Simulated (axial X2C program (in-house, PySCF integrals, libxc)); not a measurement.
**How long does LiNb⁺ take?**

A bond scan computed with an in-house relativistic program for diatomic molecules. Basis: Nb dyall-cv3z [11s12p9d5f3g], Li dyall-cv3z [7s8p2d] (cores contracted in-house).

Input file and command:
```json
{"zs": [41, 3], "q": 1, "bas": ["dyall-cv3z", "dyall-cv3z"], "levels": ["PBE0", "HF", "r2SCAN"], "cc": true, "r0": 2.8, "thr": -2.0, "nmax": 90, "npts": 10, "nst": 2, "ntry": 6}
```
```bash
python so2c.py task.json out
```

Keys: zs atomic numbers; q charge; bas basis sets; levels methods; cc coupled cluster on or off; r0 starting distance in Å; thr threshold in hartree for freezing inner shells (an s shell follows its p shell); nmax most natural virtual spinors; npts points on the curve; nst determinants followed; ntry starts of the search. HF also brings MP2.

Hardware: 1 thread of Intel(R) Xeon(R) 6975P-C (Granite Rapids) (shared host).

Wall time of one point of each curve, integrals apart:

```json
{"Hamiltonian": "spin-free", "level": "PBE0", "points": "10", "seconds a point": "0.66"}
{"Hamiltonian": "spin-free", "level": "HF", "points": "10", "seconds a point": "0.33"}
{"Hamiltonian": "spin-free", "level": "r2SCAN", "points": "10", "seconds a point": "0.86"}
{"Hamiltonian": "2c", "level": "PBE0", "points": "10", "seconds a point": "0.79"}
{"Hamiltonian": "2c", "level": "HF", "points": "10", "seconds a point": "0.56"}
{"Hamiltonian": "2c", "level": "r2SCAN", "points": "10", "seconds a point": "0.92"}
```

The rest:

Search with its distance optimisation 53 s, atoms 92 s, whole task 220 s. Coupled cluster runs on the points near the minimum only. The program drops outer points, and coupled cluster, when its time limit (not in the input) nears; MP2, further determinants and curves that did not converge are not in the table.
